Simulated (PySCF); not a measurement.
**`C[SiH2][Si@@H]1O[SiH2][Si@@H]1C`, C$_{2}$H$_{12}$OSi$_{4}$**

Geometry:
```csv
atom,x (Å),y (Å),z (Å)
C1,3.199,-0.864,0.559
Si2,1.926,0.514,0.867
Si3,0.433,0.505,-0.890
O4,-0.370,1.975,-0.816
Si5,-2.023,1.904,-0.758
Si6,-1.760,-0.415,-0.915
C7,-2.322,-1.533,0.525
H8,3.795,-0.662,-0.326
H9,2.714,-1.825,0.413
H10,3.882,-0.967,1.395
H11,2.688,1.749,1.123
H12,1.269,0.207,2.155
H13,1.056,0.535,-2.229
H14,-2.406,2.579,0.482
H15,-2.507,2.672,-1.903
H16,-2.259,-1.071,-2.146
H17,-1.994,-1.149,1.487
H18,-1.926,-2.538,0.418
H19,-3.405,-1.611,0.553
```

Computed with GIAO PBE/pcSseg-1 magnetisability, rotational g tensor and spin-rotation constants, non-relativistic, gas phase (PySCF). Geometry: GFN2-xTB.

Problem. Give the nuclear spin-rotation constants along the inertial axes (H = +C I·J) beside the isotropic shieldings.

Solution. Rotational constants 1.7481, 0.7380, 0.5948 GHz. A star marks the isotopologue with that one atom substituted, in its own axes.
```
atom  isotope  Caa (kHz)  Cbb (kHz)  Ccc (kHz)  mean (kHz)  σ (ppm)
  H8       1H     -0.169     -0.071     -0.019      -0.086     31.6
  H9       1H     -0.173     -0.011     -0.069      -0.084     31.9
 H10       1H     -0.037     -0.085     -0.050      -0.057     31.4
 H11       1H     -0.104      0.004     -0.050      -0.050     27.2
 H12       1H     -0.149     -0.049      0.007      -0.063     27.3
 H13       1H     -0.132     -0.056      0.036      -0.051     24.7
 H14       1H     -0.163     -0.057      0.040      -0.060     25.4
 H15       1H     -0.061     -0.018     -0.026      -0.035     25.4
 H16       1H     -0.092     -0.053      0.008      -0.046     25.6
 H17       1H     -0.159     -0.074     -0.009      -0.081     30.6
 H18       1H     -0.164     -0.018     -0.060      -0.081     31.2
 H19       1H     -0.018     -0.070     -0.067      -0.052     31.2
  C1     13C*      0.195      0.071      0.060       0.108    194.3
 Si2    29Si*     -0.941     -0.396     -0.350      -0.562    414.0
 Si3    29Si*     -1.205     -0.440     -0.470      -0.705    302.0
  O4     17O*     -0.297     -0.025     -0.052      -0.125    278.9
 Si5    29Si*     -1.025     -0.481     -0.450      -0.652    321.7
 Si6    29Si*     -1.010     -0.471     -0.454      -0.645    327.3
  C7     13C*      0.175      0.087      0.071       0.111    187.8
```
For the geometry as given, no vibrational averaging.

Problem. How do the rotational constants and the g tensor change when H8, H9, H10, H11, H12, H13, H14, H15, H16, H17, H18, H19 are replaced by deuterium?

Solution. Constants 1.4478, 0.6368, 0.5174 GHz; g -0.0271, -0.0108, -0.0125, against -0.0326, -0.0125, -0.0143 before.
